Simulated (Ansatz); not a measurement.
The same path of Ge2H6 + H2O (11 atoms, charge 0, multiplicity 1) was run 3 times with different band settings. Lost on the way: Ge1–Ge2, O9–H11. Made: Ge1–O9, Ge2–H11.

Computed with RKS PBE0/def2-SVP in Ansatz.

Relaxed end points:

```xyz
11
Properties=species:S:1:pos:R:3
Ge 0.432 -0.044 0.033
Ge 0.135 -0.179 2.435
H -0.731 -1.395 2.825
H 1.482 -0.323 3.176
H -0.555 1.086 2.986
H 1.932 -0.187 -0.310
H -0.050 1.315 -0.498
H -0.325 -1.180 -0.672
O -2.604 0.148 0.835
H -2.864 -0.682 1.251
H -2.796 0.810 1.507
```

```xyz
11
Properties=species:S:1:pos:R:3
Ge -0.315 0.283 -0.861
Ge -0.399 -0.446 3.428
H -0.996 -0.854 4.784
H 0.987 -1.085 3.249
H -0.295 1.083 3.329
H 0.816 0.582 0.150
H -0.233 1.230 -2.064
H -0.227 -1.193 -1.305
O -1.901 0.627 -0.125
H -2.052 0.109 0.673
H -1.329 -0.965 2.312
```

Common settings: movable images 5; climbing image yes; optimiser quadratic models (default); start path through a guess of the saddle point; iteration limit 60; end points relaxed.

| run | spring | force threshold |
| --- | --- | --- |
| 1 | 5.0 eV/Å² | 0.05 eV/Å |
| 2 | 20.0 eV/Å² | 0.05 eV/Å |
| 3 | 5.0 eV/Å² | 0.2 eV/Å |

(1) What does each run give, and how far can it be trusted?

Answers

(1) Run 1: converged after 31 iterations, highest image 2.006 eV above the first end. Neighbouring images differ by up to 1.7 eV, so the band resolves the path poorly. A vibrational analysis at the climbing image gives one clearly imaginary mode, 374i cm⁻¹: a first-order saddle point.
Run 2: converged after 32 iterations, highest image 2.003 eV above the first end. Neighbouring images differ by up to 1.7 eV, so the band resolves the path poorly. Another band between the same ends (5 images) ends at a top of the same energy, where a vibrational analysis finds 1 clearly imaginary mode.
Run 3: converged after 23 iterations, highest image 2.114 eV above the first end. The threshold of 0.2 eV/Å is loose, so the images may lie well off the minimum-energy path. Neighbouring images differ by up to 1.8 eV, so the band resolves the path poorly. The order of the point at the top wasn't checked.
The orbitals stay closed-shell, which can raise the energy where a bond breaks towards radicals; this wasn't checked here.
